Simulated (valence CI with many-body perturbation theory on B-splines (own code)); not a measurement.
E1 transitions of La VIII

Calculated by valence CI with perturbative core correlation (CI+MBPT): four valence electrons over a frozen Dirac-Fock core [Kr] 4d10, radial functions for each j: 7 s, 7 p, 7 d, 7 f, 4 g, 2 h, with the one-electron correlation potential Σ1, the two-electron term Σ2, the three-electron term Σ3, Breit, model QED; selected CI, second order for the rest, scaled by the run's own slope (own B-spline code, finite nucleus).

No measured spectrum was set against this ion. As an estimate, levels hold to about 250 cm⁻¹ or 0.2 % of their energy and the worst to 1 %, as in measured heavy ions of charge 2 to 7; those with d or f electrons hold less well. Among the levels kept, up to 410 cm⁻¹ of a level comes from second order outside the variational space, and about a tenth of that is noise between levels of different J, which matters for small intervals.

Lines 251 to 300 of 584 in falling wavelength, among levels below 401190 cm⁻¹, chosen from the strongest by gf and those to the six lowest levels. Wavelengths and rates use the calculated energies, so an error of 300 cm⁻¹ moves a line at 492.8 Å by 0.15 % and its rate by three times that or more. Electric multipoles are in the length gauge, E1 and E2 with the static RPA response of the core. Weak lines are less certain than strong ones. Lines between different terms over intervals too small for the method are left out, as are lines whose strength nearly cancels. Where a level lies close to another of its J and parity, the split of strength between their lines is uncertain. The highest levels of a list are the least certain.

Names give the largest LS component (configuration and term), which can be under half, so a name can repeat, a term be missing and a line seem to break the LS rules; names also repeat where a configuration has a term twice. Letters in brackets count levels of one name in rising energy.

```tsv
λ vac (Å)	Upper	Lower	A (s⁻¹)	S (a.u.) with core polarisation	S without
492.8	4f.5s.5p2 3G°_3 [a]	5s2.5p2 1D_2	4.97e+07	2.05e-02	2.44e-02
492.7	5s.5p2.5d 3P_1	5s.5p3 3P°_2 [a]	3.25e+09	5.76e-01	7.57e-01
491.7	5s2.5p.5d 3F°_2	5s2.5p2 3P_2	1.27e+09	3.72e-01	4.68e-01
491.2	4f.5s2.5d 1D°_2	4f.5s2.5p 1D_2	6.76e+09	1.98e+00	2.40e+00
491.0	4f.5s2.5d 3G°_4	4f.5s2.5p 1G_4	1.86e+09	9.80e-01	1.20e+00
490.2	4f2.5s.5p 5I°_4 [a]	4f.5s2.5p 1G_4	6.21e+08	3.25e-01	3.92e-01
487.4	4f.5s2.5d 3F°_3	4f.5s2.5p 1G_4	9.78e+08	3.91e-01	4.83e-01
487.3	4f.5s2.5d 3D°_2	4f.5s2.5p 1D_2	5.99e+09	1.71e+00	2.08e+00
485.8	4f.5s.5p2 3G°_5 [c]	4f.5s2.5p 3G_4	4.51e+09	2.81e+00	3.57e+00
485.5	4f.5s2.5d 3G°_5 [a]	4f.5s2.5p 1G_4	4.69e+08	2.92e-01	3.50e-01
484.5	4f.5s.5p2 3F°_2 [d]	4f.5s2.5p 3F_2	1.07e+09	3.01e-01	3.81e-01
483.9	4f2.5s.5p 5I°_5	4f.5s2.5p 1G_4	2.50e+08	1.54e-01	1.85e-01
483.6	5s.5p2.5d 3P_1	5s.5p3 3P°_0	2.32e+09	3.88e-01	4.85e-01
483.3	4f.5s2.5d 3F°_2	4f.5s2.5p 3D_1	4.48e+09	1.25e+00	1.53e+00
482.6	4f.5s2.5d 3F°_4	4f.5s2.5p 1G_4	2.30e+09	1.15e+00	1.40e+00
481.3	4f.5s.5p2 3D°_2 [a]	5s2.5p2 1D_2	5.24e+08	1.44e-01	1.86e-01
481.3	4f.5s.5p2 5G°_3	5s2.5p2 3P_2	6.23e+08	2.40e-01	2.88e-01
480.3	4f.5s.5p2 3D°_1 [d]	4f.5s2.5p 3F_2	6.49e+09	1.06e+00	1.34e+00
479.1	4f.5s2.5d 3G°_3	4f.5s2.5p 3D_2	1.72e+09	6.55e-01	8.01e-01
478.7	4f2.5s.5p 5I°_4 [b]	4f.5s2.5p 1G_4	2.94e+08	1.43e-01	1.71e-01
478.7	4f.5s.5p2 5G°_2	5s2.5p2 3P_2	7.21e+08	1.95e-01	2.46e-01
476.6	5s2.5p.5d 3F°_2	5s2.5p2 3P_1	5.73e+08	1.53e-01	1.88e-01
476.5	4f.5s2.5d 1G°_4	4f.5s2.5p 3D_3	5.27e+08	2.53e-01	3.12e-01
476.1	4f.5s.5p2 5F°_3	5s2.5p2 1D_2	2.51e+08	9.37e-02	1.15e-01
475.6	4f.5s2.5d 1F°_3	4f.5s2.5p 1D_2	3.40e+09	1.26e+00	1.52e+00
474.6	5s.5p2.5d 3F_2	5s.5p3 3D°_1	2.37e+09	6.27e-01	7.65e-01
473.8	4f.5s2.5d 1G°_4	4f.5s2.5p 3G_5	8.33e+08	3.93e-01	4.85e-01
473.7	4f.5s.5p2 1D°_2 [b]	4f.5s2.5p 3F_2	8.03e+08	2.11e-01	2.65e-01
473.7	4f.5s2.5d 3G°_4	4f.5s2.5p 3D_3	7.81e+08	3.69e-01	4.50e-01
472.8	4f.5s.5p2 3G°_4	4f.5s2.5p 3G_3	2.03e+09	9.51e-01	1.20e+00
472.4	4f.5s2.5d 3P°_2	4f.5s2.5p 1D_2	2.00e+09	5.19e-01	6.21e-01
472.0	4f.5s2.5d 3F°_3	4f.5s2.5p 3D_2	4.84e+09	1.76e+00	2.13e+00
471.6	4f.5s.5p2 1D°_2 [b]	4f.5s2.5p 3F_3	4.83e+09	1.25e+00	1.57e+00
471.1	4f.5s.5p2 3F°_3 [b]	4f.5s2.5p 3G_3	1.19e+08	4.29e-02	5.43e-02
471.0	4f.5s2.5d 3G°_4	4f.5s2.5p 3G_5	8.97e+08	4.17e-01	5.11e-01
470.9	4f.5s2.5d 1D°_2	4f.5s2.5p 3D_1	8.75e+08	2.25e-01	2.70e-01
469.9	4f.5s2.5d 3P°_1	4f.5s2.5p 1D_2	8.92e+08	1.37e-01	1.67e-01
469.5	5s.5p2.5d 3P_2	5s.5p3 3D°_3	5.26e+09	1.34e+00	1.69e+00
469.5	4f.5s2.5d 3D°_1	4f.5s2.5p 3D_1	7.78e+09	1.19e+00	1.44e+00
469.3	4f2.5s.5p 5G°_3 [a]	4f.5s2.5p 1G_4	6.97e+08	2.49e-01	3.02e-01
468.1	5s.5p2.5d 5P_3	5s.5p3 3D°_3	2.16e+09	7.66e-01	9.33e-01
467.7	4f.5s.5p2 3F°_2 [e]	4f.5s2.5p 3F_2	1.63e+09	4.11e-01	5.17e-01
466.6	4f.5s2.5d 1G°_4	4f.5s2.5p 3F_4	1.39e+09	6.27e-01	7.68e-01
466.4	4f2.5s.5p 5H°_3	4f.5s2.5p 1G_4	7.51e+08	2.63e-01	3.19e-01
466.3	5s2.5p.5d 3F°_3	5s2.5p2 3P_2	2.88e+09	1.01e+00	1.22e+00
466.1	4f.5s.5p2 3F°_4 [e]	4f.5s2.5p 3G_4	9.94e+08	4.47e-01	5.62e-01
466.0	4f.5s2.5d 3G°_5 [a]	4f.5s2.5p 3G_5	7.35e+09	4.04e+00	4.91e+00
465.9	4f.5s2.5d 3F°_4	4f.5s2.5p 3D_3	7.50e+09	3.37e+00	4.07e+00
465.7	5s.5p2.5d 5F_2	5s.5p3 5S°_2	6.48e+08	1.62e-01	1.97e-01
465.6	4f.5s.5p2 3F°_2 [e]	4f.5s2.5p 3F_3	1.84e+09	4.60e-01	5.77e-01
```
